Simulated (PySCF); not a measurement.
## C6H12N: g tensor and hyperfine couplings

Species: C6H12N (doublet state).
Cartesian coordinates in Å at the GFN2-xTB level; atoms count from 1:
```xyz
19
C6H12N angstrom
C      2.3596   -0.4518   -0.1672
C      1.3893    0.1603    0.8502
N      0.1202    0.5287    0.2953
C     -0.1135    1.4738   -0.7101
C     -1.3393    0.7522   -1.1846
C     -0.8885   -0.3815   -0.2405
C     -1.8891   -0.8582    0.7976
H      2.4944    0.2360   -0.9986
H      1.9732   -1.3929   -0.5518
H      3.3230   -0.6379    0.2997
H      1.8360    1.0670    1.2707
H      1.2088   -0.5482    1.6652
H      0.0502    2.5268   -0.5626
H     -2.2991    1.1996   -0.9110
H     -1.3629    0.4986   -2.2456
H     -0.4613   -1.2388   -0.7752
H     -2.2784   -0.0086    1.3533
H     -1.4171   -1.5450    1.4970
H     -2.7154   -1.3708    0.3108
```

The hyperfine couplings belong to this conformer and change with its torsions.

As a line formula: `CCN1[CH]C[C@@H]1C` [radical].

Level of theory: UKS B3LYP, pcH-1 on C H N, non-relativistic, mean-field spin-orbit, GIAO (PySCF). Isolated species at its GFN2-xTB geometry (one conformer only). Couplings are sensitive to structure, and on GFN2-xTB geometries they can be far from those on DFT ones. No stability test was run, so a lower SCF solution isn't excluded.

| Quantity | Value |
| --- | --- |
| g1, g2, g3 | 2.00212, 2.00301, 2.00361 |
| g_iso | 2.00291 |
| Form of g | rhombic: the two nearest values differ by 40 % of g3 − g1 |
| ⟨S²⟩ | 0.7535 (exact 0.7500) |
| α and β electrons | 28, 27 |

Isotropic coupling and dipolar principal values T1 to T3, in 10⁻⁴ cm⁻¹; ρ(0) is the spin density at the nucleus (1 × 10⁻⁴ cm⁻¹ = 2.998 MHz):

| atom | isotope | a_iso | T1 | T2 | T3 | Mulliken spin population | ρ(0) (bohr⁻³) |
| --- | --- | --- | --- | --- | --- | --- | --- |
| C1 | 13C | 1.4 | -1.1 | -0.6 | 1.6 | 0.03 | 0.0037 |
| C2 | 13C | 7.0 | -0.9 | -0.7 | 1.6 | 0.00 | 0.0187 |
| N3 | 14N | 4.8 | -4.5 | -4.4 | 8.9 | 0.18 | 0.0443 |
| C4 | 13C | 48.9 | -21.7 | -21.2 | 42.9 | 0.79 | 0.1303 |
| C5 | 13C | -5.8 | -0.8 | 0.0 | 0.8 | -0.06 | -0.0155 |
| C6 | 13C | -0.9 | -0.5 | -0.2 | 0.8 | -0.01 | -0.0024 |
| C7 | 13C | 6.1 | -0.3 | -0.3 | 0.5 | 0.00 | 0.0162 |
| H8 | 1H | -0.6 | -1.6 | -0.7 | 2.3 | 0.00 | -0.0004 |
| H9 | 1H | -0.5 | -0.7 | -0.5 | 1.1 | 0.00 | -0.0003 |
| H10 | 1H | -0.4 | -0.8 | -0.3 | 1.1 | 0.00 | -0.0003 |
| H11 | 1H | 1.9 | -1.3 | -1.0 | 2.3 | 0.00 | 0.0013 |
| H12 | 1H | 0.9 | -1.3 | -0.9 | 2.2 | 0.00 | 0.0006 |
| H13 | 1H | 4.3 | -9.8 | -0.7 | 10.4 | -0.01 | 0.0029 |
| H14 | 1H | 20.3 | -1.3 | -0.9 | 2.2 | 0.03 | 0.0136 |
| H15 | 1H | 23.1 | -1.6 | -1.3 | 2.9 | 0.02 | 0.0155 |
| H16 | 1H | 1.9 | -1.2 | -0.8 | 2.0 | 0.01 | 0.0013 |
| H17 | 1H | 0.3 | -0.7 | -0.7 | 1.3 | 0.00 | 0.0002 |
| H18 | 1H | -0.1 | -0.6 | -0.5 | 1.1 | 0.00 | 0.0000 |
| H19 | 1H | 0.2 | -0.5 | -0.4 | 0.8 | 0.00 | 0.0001 |

The Mulliken spin populations are largest on C4 (+0.79) and N3 (+0.18). The angles at C4 add up to 344.4°, so it is pyramidal.

Axes: g3 points within 4° of the N3–C6 bond.

Under fast tumbling the dipolar parts average out, and these isotropic splittings remain (the largest six): 1 × 1H (H15, I = 1/2, 2 lines) with 2.47 mT, 1 × 1H (H14, I = 1/2, 2 lines) with 2.17 mT, 1 × 14N (N3, I = 1, 3 lines) with 0.51 mT, 1 × 1H (H13, I = 1/2, 2 lines) with 0.46 mT, 1 × 1H (H11, I = 1/2, 2 lines) with 0.21 mT and 1 × 1H (H16, I = 1/2, 2 lines) with 0.20 mT.

Nuclei that the bonding pattern makes equivalent are averaged, as if the motion that swaps them (rotation, inversion, ring flip) were fast.

The 13C coupling of C4 (146.5 MHz) shows only in satellite lines or after enrichment, since that isotope makes up about 1.07 % of natural carbon.

Time: 2.0 min of wall time (with the writing of density and orbital grids); peak memory 0.98 GiB. Hardware: one thread, Arm Neoverse N1 (aarch64) (shared host).
